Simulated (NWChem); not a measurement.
System: MgGeH₄O; SMILES [OH][Mg][GeH3]

NWChem input:

```
start job
memory heap 200 mb stack 900 mb global 1100 mb
geometry units angstroms noautoz
  Mg    -0.000726    -1.308668    -0.000890
  O      0.094807    -3.105429    -0.001268
  H     -0.560652    -3.808922     0.002830
  Ge    -0.099296     1.263026    -0.000292
  H     -1.549978     1.816975     0.107756
  H      0.668066     1.931340     1.176667
  H      0.481708     1.922953    -1.283813
end
basis spherical
  Mg library def2-svp
  O library def2-svp
  H library def2-svp
  Ge library def2-svp
end
dft
  xc b3lyp
  iterations 150
  vectors input atomic output neutral.movecs
end
task dft energy
charge 1
dft
  odft
  mult 2
  vectors input atomic output cation.movecs
end
task dft energy
```

Parts of the log:

```
             Northwest Computational Chemistry Package (NWChem) 7.3.0
             --------------------------------------------------------

 C1  symmetry detected

                             Geometry "geometry" -> ""
                             -------------------------

 Output coordinates in angstroms (scale by  1.889725989 to convert to a.u.)

  No.       Tag          Charge          X              Y              Z
 ---- ---------------- ---------- -------------- -------------- --------------
    1 Mg                  12.0000     0.01321819    -1.34086005    -0.00010914
    2 O                    8.0000     0.04628276    -3.13985519    -0.00000547
    3 H                    1.0000    -0.63322908    -3.82015549     0.00091801
    4 Ge                  32.0000     0.00403515     1.23270598    -0.00001529
    5 H                    1.0000    -1.42703672     1.83672957     0.10098450
    6 H                    1.0000     0.78843037     1.87417248     1.18064783
    7 H                    1.0000     0.61383044     1.87182428    -1.28070766

 Effective nuclear repulsion energy (a.u.)     189.8172431889

                                 NWChem DFT Module
                                 -----------------

 Summary of "ao basis" -> "ao basis" (spherical)
 ------------------------------------------------------------------------------
       Tag                 Description            Shells   Functions and Types
 ---------------- ------------------------------  ------  ---------------------
 Mg                         def2-svp                 8       18   4s3p1d
 O                          def2-svp                 6       14   3s2p1d
 H                          def2-svp                 3        5   2s1p
 Ge                         def2-svp                12       32   5s4p3d

            General Information
            -------------------
          SCF calculation type: DFT
          Wavefunction type:  closed shell.
          No. of atoms     :     7
          No. of electrons :    56
           Alpha electrons :    28
            Beta electrons :    28
          Charge           :     0
          Spin multiplicity:     1
          Use of symmetry is: off; symmetry adaption is: off
          Maximum number of iterations: 150
          AO basis - number of functions:    84
                     number of shells:    38
          Convergence on energy requested:  1.00D-06
          Convergence on density requested:  1.00D-05
          Convergence on gradient requested:  5.00D-04

              XC Information
              --------------
                         B3LYP Method XC Potential
                     Hartree-Fock (Exact) Exchange  0.200
                        Slater Exchange Functional  0.800 local
                    Becke 1988 Exchange Functional  0.720 non-local
              Lee-Yang-Parr Correlation Functional  0.810
                  VWN I RPA Correlation Functional  0.190 local

             Grid Information
             ----------------
          Grid used for XC integration:  medium
          Radial quadrature: Mura-Knowles
          Angular quadrature: Lebedev.
          Tag              B.-S. Rad. Rad. Pts. Rad. Cut. Ang. Pts.
          ---              ---------- --------- --------- ---------
          Mg                  1.50       88          10.0       590
          O                   0.60       49          13.0       434
          H                   0.35       45          14.0       434
          Ge                  1.25      112          12.0       590
          Grid pruning is: on
          Number of quadrature shells:   429
          Spatial weights used:  Erf1

      Superposition of Atomic Density Guess
      -------------------------------------

 Sum of atomic energies:       -2351.26657097

      Non-variational initial energy
      ------------------------------

 Total energy =   -2351.744984
 1-e energy   =   -3656.859936
 2-e energy   =    1115.297708
 HOMO         =      -0.313201
 LUMO         =      -0.046854

   convergence    iter        energy       DeltaE   RMS-Dens  Diis-err
 ---------------- ----- ----------------- --------- --------- ---------
 d= 0,ls=0.0,diis     1  -2354.3113280409 -2.54D+03  2.63D-02  8.60D-01
 d= 0,ls=0.0,diis     2  -2353.5469767808  7.64D-01  1.98D-02  7.34D+00
 d= 0,ls=0.0,diis     3  -2354.4266340733 -8.80D-01  2.51D-03  2.21D-02
 d= 0,ls=0.0,diis     4  -2354.4290917163 -2.46D-03  8.49D-04  3.78D-03
 d= 0,ls=0.0,diis     5  -2354.4295937344 -5.02D-04  1.90D-04  1.94D-04
  Resetting Diis
 d= 0,ls=0.0,diis     6  -2354.4296178056 -2.41D-05  5.13D-05  4.27D-05
 d= 0,ls=0.0,diis     7  -2354.4296209766 -3.17D-06  9.71D-06  4.63D-07
 d= 0,ls=0.0,diis     8  -2354.4296210123 -3.57D-08  3.43D-06  1.26D-07

         Total DFT energy =    -2354.429621012343
      One electron energy =    -3659.348640790490
           Coulomb energy =     1220.804500670133
    Exchange-Corr. energy =     -105.702724080926
 Nuclear repulsion energy =      189.817243188940

 Numeric. integr. density =       56.000023058902

                       DFT Final Molecular Orbital Analysis
                       ------------------------------------

 Vector   26  Occ=2.000000D+00  E=-2.905800D-01
              MO Center= -7.7D-03, -2.7D+00,  1.8D-04, r^2= 2.3D+00
   Bfn.  Coefficient  Atom+Function         Bfn.  Coefficient  Atom+Function
  ----- ------------  ---------------      ----- ------------  ---------------
    22      0.453687  2 O  px                25      0.321187  2 O  px
    23     -0.309830  2 O  py                 3     -0.301297  1 Mg s
    26     -0.248996  2 O  py                 2     -0.155076  1 Mg s
    21      0.106092  2 O  s                 50      0.104959  4 Ge py
    20      0.096566  2 O  s                 14     -0.095332  1 Mg d -2

 Vector   27  Occ=2.000000D+00  E=-2.767541D-01
              MO Center=  2.9D-02, -3.1D+00, -8.9D-05, r^2= 8.9D-01
   Bfn.  Coefficient  Atom+Function         Bfn.  Coefficient  Atom+Function
  ----- ------------  ---------------      ----- ------------  ---------------
    24      0.600022  2 O  pz                27      0.438518  2 O  pz
    15     -0.115449  1 Mg d -1              13      0.105441  1 Mg pz
    10      0.079255  1 Mg pz                 7      0.057699  1 Mg pz
    54      0.035956  4 Ge pz                37      0.028738  3 H  pz
    81      0.027762  7 H  s                 76     -0.025562  6 H  s

 Vector   28  Occ=2.000000D+00  E=-2.582401D-01
              MO Center=  4.4D-02,  1.1D-01, -1.0D-04, r^2= 4.0D+00
   Bfn.  Coefficient  Atom+Function         Bfn.  Coefficient  Atom+Function
  ----- ------------  ---------------      ----- ------------  ---------------
    50      0.329480  4 Ge py                 3     -0.290061  1 Mg s
    53      0.277225  4 Ge py                47     -0.194275  4 Ge py
     9     -0.181248  1 Mg py                23      0.173873  2 O  py
    41     -0.153067  4 Ge s                  2     -0.152115  1 Mg s
    22     -0.150318  2 O  px                 6     -0.125522  1 Mg py

 Vector   29  Occ=0.000000D+00  E=-4.700417D-02
              MO Center= -1.7D-01, -1.1D+00, -4.5D-04, r^2= 7.1D+00
   Bfn.  Coefficient  Atom+Function         Bfn.  Coefficient  Atom+Function
  ----- ------------  ---------------      ----- ------------  ---------------
     4      1.000427  1 Mg s                 42     -0.692258  4 Ge s
    41     -0.371977  4 Ge s                 53      0.360623  4 Ge py
     3      0.344346  1 Mg s                 21     -0.272580  2 O  s
    12      0.205059  1 Mg py                40      0.205570  4 Ge s
     2      0.193616  1 Mg s                 76      0.162730  6 H  s

 Vector   30  Occ=0.000000D+00  E=-2.721064D-02
              MO Center=  1.5D-01, -6.5D-01, -6.3D-03, r^2= 5.5D+00
   Bfn.  Coefficient  Atom+Function         Bfn.  Coefficient  Atom+Function
  ----- ------------  ---------------      ----- ------------  ---------------
    11      0.721944  1 Mg px                71      0.365485  5 H  s
    52      0.244870  4 Ge px                 8      0.228279  1 Mg px
    76     -0.176332  6 H  s                 14      0.155576  1 Mg d -2
     5      0.148895  1 Mg px                70      0.144375  5 H  s
    81     -0.122878  7 H  s                 42     -0.115686  4 Ge s

 Vector   31  Occ=0.000000D+00  E=-2.461943D-02
              MO Center= -3.8D-02, -6.1D-01,  7.0D-03, r^2= 5.5D+00
   Bfn.  Coefficient  Atom+Function         Bfn.  Coefficient  Atom+Function
  ----- ------------  ---------------      ----- ------------  ---------------
    13      0.706238  1 Mg pz                81      0.326422  7 H  s
    76     -0.295534  6 H  s                 54      0.264095  4 Ge pz
    10      0.220272  1 Mg pz                15      0.177873  1 Mg d -1
     7      0.143779  1 Mg pz                24     -0.143710  2 O  pz
    80      0.128825  7 H  s                 27     -0.120804  2 O  pz

     Multipole analysis of the density
     ---------------------------------

     L   x y z        total         alpha         beta         nuclear
     -   - - -        -----         -----         ----         -------
     0   0 0 0     -0.000000    -28.000000    -28.000000     56.000000

     1   1 0 0     -0.398819     -0.199410     -0.199410     -0.000000
     1   0 1 0     -0.313636     -0.156818     -0.156818     -0.000000
     1   0 0 1      0.000152      0.000076      0.000076      0.000000

     2   2 0 0    -25.377646    -18.858868    -18.858868     12.340090
     2   1 1 0      3.462618     -0.426523     -0.426523      4.315663
     2   1 0 1      0.000011     -0.000013     -0.000013      0.000036
     2   0 2 0    -32.845488   -327.201497   -327.201497    621.557506
     2   0 1 1     -0.004850     -0.000180     -0.000180     -0.004491
     2   0 0 2    -26.239421    -18.555478    -18.555478     10.871535

                                 NWChem DFT Module
                                 -----------------

            General Information
            -------------------
          SCF calculation type: DFT
          Wavefunction type:  spin polarized.
          No. of atoms     :     7
          No. of electrons :    55
           Alpha electrons :    28
            Beta electrons :    27
          Charge           :     1
          Spin multiplicity:     2
          Use of symmetry is: off; symmetry adaption is: off
          Maximum number of iterations: 150
          AO basis - number of functions:    84
                     number of shells:    38
          Convergence on energy requested:  1.00D-06
          Convergence on density requested:  1.00D-05
          Convergence on gradient requested:  5.00D-04

              XC Information
              --------------
                         B3LYP Method XC Potential
                     Hartree-Fock (Exact) Exchange  0.200
                        Slater Exchange Functional  0.800 local
                    Becke 1988 Exchange Functional  0.720 non-local
              Lee-Yang-Parr Correlation Functional  0.810
                  VWN I RPA Correlation Functional  0.190 local

             Grid Information
             ----------------
          Grid used for XC integration:  medium
          Radial quadrature: Mura-Knowles
          Angular quadrature: Lebedev.
          Tag              B.-S. Rad. Rad. Pts. Rad. Cut. Ang. Pts.
          ---              ---------- --------- --------- ---------
          Mg                  1.50       88          10.0       590
          O                   0.60       49          13.0       434
          H                   0.35       45          14.0       434
          Ge                  1.25      112          12.0       590
          Grid pruning is: on
          Number of quadrature shells:   429
          Spatial weights used:  Erf1

      Superposition of Atomic Density Guess
      -------------------------------------

 Sum of atomic energies:       -2351.26657097

 Renormalizing density from      56.00 to     55

      Non-variational initial energy
      ------------------------------

 Total energy =   -2325.920331
 1-e energy   =   -3591.558866
 2-e energy   =    1075.821291
 HOMO         =      -0.613088
 LUMO         =      -0.292233

[...]
```

Level: B3LYP/def2-SVP, vertical spin-unrestricted ions. Geometry: optimised at B3LYP/6-31G* (spherical d).
